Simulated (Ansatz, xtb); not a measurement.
Relaxing a trial structure of ClH5Si2Sn

The starting geometry of this gas-phase singlet was built from a drawn formula by distance geometry and a force field; its bonds are those of `[Cl][SnH]1[SiH2][SiH2]1`.

```yaml
atoms:
  - { symbol: Cl, position_ang: [-2.1338, 1.1062, -2.8087] }
  - { symbol: Si, position_ang: [-2.7590, -2.7930, -1.6128] }
  - { symbol: Si, position_ang: [-1.3560, -1.9363, -0.2052] }
  - { symbol: Sn, position_ang: [-3.0716, -0.2932, -1.1408] }
  - { symbol: H, position_ang: [-4.1790, 0.2151, 0.0737] }
  - { symbol: H, position_ang: [-3.8207, -3.6605, -0.9391] }
  - { symbol: H, position_ang: [-2.2255, -3.0863, -2.9677] }
  - { symbol: H, position_ang: [-1.5465, -2.2551, 1.1653] }
  - { symbol: H, position_ang: [0.0155, -1.7094, -0.8205] }
```

Question: Predict what it relaxes into with r2SCAN-D4/def2-SVP.

Answer: It keeps its bonds, and is `[Cl][SnH]1[SiH2][SiH2]1`. Distances that change by over a tenth: Si2–Si3 (2.16 → 2.38 Å).

The energy falls by 0.62 eV over 7 steps:

| step | E − E(last) (eV) |
| --- | --- |
| 1 | 0.620 |
| 2 | 0.106 |
| 3 | 0.062 |
| 4 | 0.006 |
| 5 | 0.002 |
| 6 | 0.000 |
| 7 | 0.000 |

Final geometry (Å):

```xyz
9

Cl   -2.3035    1.1981   -2.7356
Si   -2.8530   -2.8031   -1.6470
Si   -1.2409   -1.9019   -0.1435
Sn   -3.0434   -0.3043   -1.0539
H    -4.2928    0.4810   -0.1899
H    -3.8506   -3.7735   -1.1031
H    -2.3670   -3.1896   -3.0041
H    -1.2785   -2.3486    1.2818
H     0.1530   -1.7707   -0.6605
```

From the same start GFN2-xTB ends elsewhere, differing in Cl1–Si2 (2.18 against 4.18 Å here), Si2–Sn4 (3.63 against 2.58 Å here).

No frequencies were run, so the end isn't proven a minimum. Atoms past krypton carry core potentials, without spin–orbit terms. Run with Ansatz 0.2.0, 15 s on 2 threads of Intel(R) Xeon(R) 6975P-C (Granite Rapids), on a shared host.
